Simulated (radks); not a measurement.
These are the eigenvalues of the occupied orbitals of an atom or ion with whole-number occupations (hartree). Method: scalar-relativistic Kohn-Sham, LDA (Slater exchange, VWN5 correlation), spin-polarised, spherical densities, finite nucleus; Fermi nuclear charge, rms radius of each element as measured or else 0.836 A^(1/3) + 0.57 fm; computed with a radial shooting solver on a logarithmic mesh with Libxc functionals.

1s up: -24.99438
1s down: -24.92496
2s up: -1.78594
2s down: -1.64778
2p up: -1.10318
2p down: -0.96222

Which element is it, and in what charge state? The configuration may be excited. Open shells, if any, are filled with parallel spins first.

Answer. Z = 9, fluorine, charge +1: F+ in [He] 2s2 2p4. The list shows which subshells hold electrons but not how many an open one holds; the 1s level, -24.994 hartree, gives Z - s = 7.1 by -(Z - s)^2/2, which with screening and relativity narrows Z to a few neighbours, and the depths of the outer levels then fix element, charge and occupations together.
